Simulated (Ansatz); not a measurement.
Ideal-gas functions of `C[CH2][ZnH]` at 400 K and 1 bar, from an Ansatz frequency run at PBE0-D4/def2-TZVP.

Molar mass 95.46 g/mol, point group Cs (symmetry number 1), electronic degeneracy 1, moments of inertia 16.309, 138.009, 148.143 u Å². Harmonic wavenumbers (cm⁻¹, unscaled): 184, 211, 428, 461, 543, 638, 939, 967, 1031, 1211, 1256, 1406, 1446, 1492, 1501, 1880, 3027, 3033, 3068, 3087, 3106.

Use S(trans) = R[1.5 ln M + 2.5 ln T − 1.1517]; rotational temperatures θ = 24.2544 K / I; S(rot) = R[ln(√π/σ · √(T³/θAθBθC)) + 1.5]; for each mode x = 1.438777 ν̃/T, S = R[x/(eˣ − 1) − ln(1 − e⁻ˣ)] and H = RT x/(eˣ − 1); 1 cm⁻¹ = 0.0119627 kJ/mol; R = 8.31446 J/(mol·K).

Question: By hand: the entropy, in J/(mol·K).

Answer: Translation 171.8. Rotation: θ = 1.4872, 0.1757, 0.1637 K, giving 105.1. Vibration, mode by mode: 11.90, 10.80, 5.50, 5.00, 3.96, 3.02, 1.28, 1.18, 0.98, 0.58, 0.51, 0.32, 0.29, 0.25, 0.24, 0.07, 0.00, 0.00, 0.00, 0.00, 0.00, in all 45.9. Electronic 0.0. Sum 322.8 J/(mol·K).

Question: By hand: H − E and G − E in kJ/mol, counted from the electronic energy.

Answer: Zero-point energy ½ × 30915 × 0.0119627 = 184.9; thermal vibration 11.0; translation, rotation and pV give 4 RT = 13.3. H − E = 209.2 kJ/mol, and G − E = 209.2 − 400 × 322.8/1000 = 80.1 kJ/mol.

Vibration gives 14 % of the entropy.
